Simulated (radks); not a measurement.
All-electron atom: Yb XXXVIII in [Ar] 3d10 4s2 4p3. Calculated with a radial shooting solver on a logarithmic mesh with Libxc functionals: scalar-relativistic Kohn-Sham, BLYP, spin-polarised, spherical densities, finite nucleus; open shells are filled with parallel spins first (spin-orbit coupling, left out, can overturn this in heavy ions); Fermi nuclear charge, rms radius 5.3108 fm.

Unscreened Slater integrals over Kohn-Sham orbitals (cm^-1). They are taken over the spin-up orbitals. Empty in this configuration: 4d.

| integral | value |
|---|---|
| F0(4p,4p) | 443730 |
| F2(4p,4p) | 231430 |
| F0(4p,4s) | 448850 |
| G1(4p,4s) | 303560 |
| F0(4p,3d) | 562180 |
| F2(4p,3d) | 162050 |
| G1(4p,3d) | 52778 |
| G3(4p,3d) | 53356 |
| F0(4p,3p) | 552520 |
| F2(4p,3p) | 173300 |
| G0(4p,3p) | 46926 |
| G2(4p,3p) | 56618 |
| F0(4p,4d) | 444480 |
| F2(4p,4d) | 227880 |
| G1(4p,4d) | 282260 |
| G3(4p,4d) | 181540 |
| F0(4s,4s) | 454430 |
| F0(4s,3d) | 570530 |
| G2(4s,3d) | 53910 |
| F0(4s,3p) | 560730 |
| G1(4s,3p) | 56640 |
| F0(4s,4d) | 449800 |
| G2(4s,4d) | 223860 |
| F0(3d,3d) | 1036600 |
| F2(3d,3d) | 529200 |
| F4(3d,3d) | 340690 |
| F0(3d,3p) | 968750 |
| F2(3d,3p) | 466600 |
| G1(3d,3p) | 510920 |
| G3(3d,3p) | 337230 |
| F0(3d,4d) | 571270 |
| F2(3d,4d) | 170370 |
| F4(3d,4d) | 86031 |
| G0(3d,4d) | 54545 |
| G2(3d,4d) | 69642 |
| G4(3d,4d) | 54975 |
| F0(3p,3p) | 928750 |
| F2(3p,3p) | 466110 |
| F0(3p,4d) | 556820 |
| F2(3p,4d) | 171360 |
| G1(3p,4d) | 41308 |
| G3(3p,4d) | 43911 |
| F0(4d,4d) | 446570 |
| F2(4d,4d) | 227800 |
| F4(4d,4d) | 155600 |

Derived for the open shells (J is the average intra-shell exchange parameter used in DFT+U). 4p: J = F2/5 = 46290 cm^-1.
